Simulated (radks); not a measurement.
The numbers below are computed, except where a source is named.
Problem. Sb43+, 8 electrons, occupied as [He] 2s2 2p4 (the NIST ground configuration). Level of theory: scalar-relativistic Kohn-Sham, PBE, spin-polarised, spherical densities, finite nucleus; open shells are filled with parallel spins first (spin-orbit coupling, left out, can overturn this in heavy ions); Fermi nuclear charge, rms radius 4.6802 fm (a radial shooting solver on a logarithmic mesh with Libxc functionals). Some entries of the table are withheld. Estimate them.

orbital  occ.  eigenvalue (Ry)  <1/r> (bohr^-1)
1s up       1        -2470.983              (1)
1s down     1        -2469.453              (2)
2s up       1        -556.0942              (3)
2s down     1        -553.5909              (4)
2p up       3        -526.5302            12.33
2p down     1        -523.5162            12.31

Solution. 
(1) 1s up <1/r> (bohr^-1): 54.38
(2) 1s down <1/r> (bohr^-1): 54.41
(3) 2s up <1/r> (bohr^-1): 12.88
(4) 2s down <1/r> (bohr^-1): 12.85
